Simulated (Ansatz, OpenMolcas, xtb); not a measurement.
## CH4Ga (SMILES [CH3][GaH]): the dipole moment, rung by rung

CH4Ga has 6 atoms, charge 0, and is taken as a doublet. SMILES: `[CH3][GaH]`. The coordinates come from a PBE0-D4/def2-TZVP relaxation.

Quantity: the dipole moment, in D. The values are calculated.

```json
{"level": "GFN2-xTB", "kind": "semi-empirical", "program": "xtb", "value (D)": "1.52", "less CCSD(T)/def2-SVP": "+0.81"}
{"level": "GFN0-xTB", "kind": "semi-empirical", "program": "xtb", "value (D)": "2.62", "less CCSD(T)/def2-SVP": "+1.91"}
{"level": "GFN1-xTB", "kind": "semi-empirical", "program": "xtb", "value (D)": "1.36", "less CCSD(T)/def2-SVP": "+0.65"}
{"level": "UHF/def2-SVP", "kind": "Hartree–Fock", "program": "Ansatz", "value (D)": "0.64", "less CCSD(T)/def2-SVP": "-0.07"}
{"level": "UPBE0/def2-SVP", "kind": "global hybrid", "program": "OpenMolcas", "value (D)": "0.79", "less CCSD(T)/def2-SVP": "+0.08"}
{"level": "UMP2/def2-SVP", "kind": "perturbation theory", "program": "Ansatz", "value (D)": "0.71", "less CCSD(T)/def2-SVP": "0.00"}
{"level": "UCCSD(T)/def2-SVP", "kind": "coupled cluster or CI", "program": "Ansatz", "value (D)": "0.71", "less CCSD(T)/def2-SVP": "0.00"}
```

UCCSD(T)/def2-SVP is the highest level here, not the true value. All-electron rows without a relativistic Hamiltonian named are non-relativistic. The values span 0.64 to 2.62 D. In the correlated wave-function rows the outer d shell of Ga is correlated, in sets not made for it. Magnitudes only: a small dipole may point the other way at some levels.
